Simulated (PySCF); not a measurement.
# Working out the ionisation energy of Sb²⁺

Sb²⁺ [Kr] 4d10 5s2 5p1 (2P) → Sb³⁺ [Kr] 4d10 5s2 (1S). All numbers are calculated (PySCF 2.14, scalar relativity by spin-free X2C-1e, in x2c-SVPall). Frozen: [Kr] 4d10. Energies in hartree (1 hartree = 27.21139 eV):

```
            part  Sb²⁺ (lower)  Sb³⁺ (upper)
             UHF  -6476.351565  -6475.465784
CCSD correlation     -0.039321     -0.033415
             (T)     -0.000277      0.000000
```

Problem. What does Hartree-Fock give?

Solution. (-6475.465784) − (-6476.351565) = 0.885781 hartree = 24.103 eV.

Problem. What do CCSD and CCSD(T) give?

Solution. The CCSD correlation energies differ by 0.005906 hartree = 0.161 eV and the triples by 0.000277 hartree = 0.008 eV, so CCSD gives 24.264 eV and CCSD(T) 24.272 eV.

Reference: 25.323 eV (measured; NIST Atomic Spectra Database, ionization energies), between the lowest levels; spin-orbit coupling is absent from the calculation.

A double-zeta basis recovers only part of the correlation energy.

What remains against the reference includes basis incompleteness, the frozen core and higher excitations.
